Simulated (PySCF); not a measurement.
Ti(Cl)2(OH) (Cl₂HOTi), SMILES [OH][Ti+]([Cl])[Cl], charge +1, multiplicity 1.

The structure is a stationary point at B3LYP-D3(BJ)/def2-SVP. The multiplicity is an assumed one; other spin states were not compared. The isomer is the one that the SMILES or the coordinates give; other isomers of the formula were not compared. The values are those of a single conformer.

The numbers are results of TDA-LC-ωPBE/def2-SVPD (PySCF), not measurements.

Vertical excitations. Isolated molecule, no solvent. State labels are in the subgroup Cs.

Computed excitation energies, oscillator strengths and character:
```tsv
state	symmetry	energy (eV)	λ (nm)	f	main pairs
S1	A"	3.74	331	0.001	HOMO→LUMO 90 %
S2	A'	3.86	322	0.000	HOMO→LUMO+1 94 %
S3	A"	4.21	294	0.008	HOMO−1→LUMO 70 %, HOMO→LUMO+2 18 %
S4	A"	4.34	285	0.003	HOMO→LUMO+2 42 %, HOMO−2→LUMO+1 29 %, HOMO−1→LUMO 15 %, HOMO−1→LUMO+2 8 %
S5	A'	4.40	282	0.003	HOMO−2→LUMO 90 %
S6	A'	4.57	271	0.013	HOMO−1→LUMO+1 78 %
S7	A"	4.77	260	0.000	HOMO−1→LUMO+2 65 %, HOMO−2→LUMO+1 10 %
S8	A'	4.78	260	0.001	HOMO−3→LUMO 79 %
S9	A"	4.81	258	0.002	HOMO−3→LUMO+1 39 %, HOMO−4→LUMO 32 %, HOMO−1→LUMO+2 12 %, HOMO−2→LUMO+1 7 %
S10	A"	4.84	256	0.015	HOMO−3→LUMO+1 30 %, HOMO−4→LUMO 26 %, HOMO→LUMO+2 19 %, HOMO−2→LUMO+1 17 %
T1	A"	3.56	348	0	HOMO→LUMO 80 %
T2	A'	3.62	343	0	HOMO→LUMO+1 58 %, HOMO−1→LUMO+1 22 %
T3	A'	3.71	334	0	HOMO−1→LUMO+1 41 %, HOMO→LUMO+1 34 %, HOMO−2→LUMO 17 %
T4	A"	3.75	331	0	HOMO−1→LUMO 56 %, HOMO−2→LUMO+1 26 %
```
Triplets are in the Tamm–Dancoff approximation.
